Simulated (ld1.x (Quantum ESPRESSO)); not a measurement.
Reading a pseudo-wave (cadmium (Cd))

Columns: radius, all-electron u(r) and pseudo u(r) of the 4d shell (level -25.61 eV) of cadmium in the configuration [Ar] 3d10 4s2 4p6 4d10 5s0.5 5p0; LDA (PZ), scalar-relativistic, PAW scheme, ld1.x (Quantum ESPRESSO) 7.5.

| r (bohr) | all-electron | pseudo |
| --- | --- | --- |
| 0.105 | 0.2642 | -0.0012 |
| 0.210 | 0.4882 | -0.0091 |
| 0.315 | 0.3265 | -0.0295 |
| 0.420 | -0.0159 | -0.0662 |
| 0.525 | -0.3615 | -0.1206 |
| 0.630 | -0.6325 | -0.1910 |
| 0.735 | -0.8120 | -0.2736 |
| 0.840 | -0.9107 | -0.3623 |
| 0.945 | -0.9480 | -0.4498 |
| 1.050 | -0.9429 | -0.5289 |
| 1.155 | -0.9106 | -0.5931 |
| 1.260 | -0.8620 | -0.6375 |
| 1.365 | -0.8049 | -0.6597 |
| 1.470 | -0.7441 | -0.6598 |
| 1.575 | -0.6828 | -0.6405 |
| 1.680 | -0.6232 | -0.6057 |
| 1.785 | -0.5663 | -0.5612 |
| 1.890 | -0.5129 | -0.5121 |
| 1.995 | -0.4632 | -0.4632 |
| 2.100 | -0.4173 | -0.4173 |
| 2.205 | -0.3753 | -0.3753 |
| 2.310 | -0.3369 | -0.3369 |
| 2.415 | -0.3020 | -0.3020 |
| 2.520 | -0.2704 | -0.2704 |
| 2.625 | -0.2417 | -0.2417 |
| 2.730 | -0.2158 | -0.2158 |

(1) How many radial nodes do the two functions have?

(2) At about which radius was the pseudo-wave matched?

(3) Is the pseudo-wave norm-conserving?

Answers

(1) The all-electron 4d function has n − l − 1 = 1; the pseudo-wave has 0, since the states of the same l below it are removed with the core.

(2) 2.10 bohr, where the columns begin to agree (steps of 0.10 bohr).

(3) No, it belongs to a PAW set: the norm inside the radius is not constrained, and the difference is carried by the augmentation charge.
